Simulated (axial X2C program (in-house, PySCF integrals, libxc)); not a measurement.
## Ionising SrC

All values come from calculations with an in-house all-electron X2C program for linear molecules (integrals from PySCF), spin-free (one-electron X2C) or two-component (2c: spin–orbit coupling with atomic mean-field Coulomb and Gaunt terms, which also bring small scalar terms), in Dyall basis sets with cores contracted in-house; open shells are unrestricted.

Basis sets: C dyall-v3z, Sr dyall-cv3z. Frozen shells (counts by l): SrC Sr 3s2p1d, C 1s, 14 electrons correlated; SrC⁺ Sr 3s2p1d, C 1s, 13 electrons correlated. Where the outer core of a metal is frozen, bonds come out longer and ionisation energies lower.

| Hamiltonian | level | SrC state | Re (Å) | ωe (cm⁻¹) | De (eV) |
| --- | --- | --- | --- | --- | --- |
| spin-free | HF | M_S = 2, Λ = 0 | 2.466 | 432.7 | n/a |
| spin-free | PBE0 | M_S = 2, Λ = 0 | 2.388 | 444.2 | n/a |
| spin-free | MP2 | M_S = 2, Λ = 0 | 2.411 | 441.1 | n/a |
| 2c | HF | Ω = 2 | 2.466 | 432.7 | n/a |
| 2c | MP2 | Ω = 2 | 2.411 | 441.1 | n/a |

Adiabatic ionisation energy (minimum to minimum, no zero-point term) and constants of SrC⁺:

```csv
Hamiltonian,level,SrC⁺ state,IE (eV),Re (Å),ωe (cm⁻¹),De (eV),fragments
spin-free,HF,"M_S = 3/2, Λ = 0",5.13,2.350,522.3,1.65,Sr+ + C
spin-free,PBE0,"M_S = 3/2, Λ = 0",5.40,2.296,522.0,2.61,Sr+ + C
spin-free,MP2,"M_S = 3/2, Λ = 0",5.41,2.308,527.5,2.23,Sr+ + C
2c,HF,Ω = 3/2,5.13,2.350,522.3,1.65,Sr+ + C
2c,MP2,Ω = 3/2,5.41,2.308,527.6,2.23,Sr+ + C
```

(1) Add the zero-point terms to the ionisation energy at MP2, 2c, and say whether the electron removed was bonding.

Each entry is the lowest single determinant of a limited PBE0 search at one distance. De goes to single-determinant-based atoms at the same level (for ions the charge split of lowest energy) and is withheld (n/a) where an atom does not fit its ground term or J level. Main or longest-lived isotopes. One determinant is a doubtful description, or other states lie close, for SrC, SrC⁺; these need not be ground states, and all values refer to the states named. Some open-shell Ω = 0 determinants are out of reach, so the Ω given for SrC need not be the lowest component. With several unpaired electrons the Ω given is that of one determinant, not necessarily of the lowest component. Some light 2c atoms are not at their ground J level, so De misses part of their lowering (0.04 eV or less).

Results:

(1) IE0 = IE + (ωe⁺ − ωe)/2 = 5.41 + (0.005) = 5.42 eV. Re changes by -0.103 Å, so the bond shortens, as on loss of an antibonding or a polarising non-bonding electron.
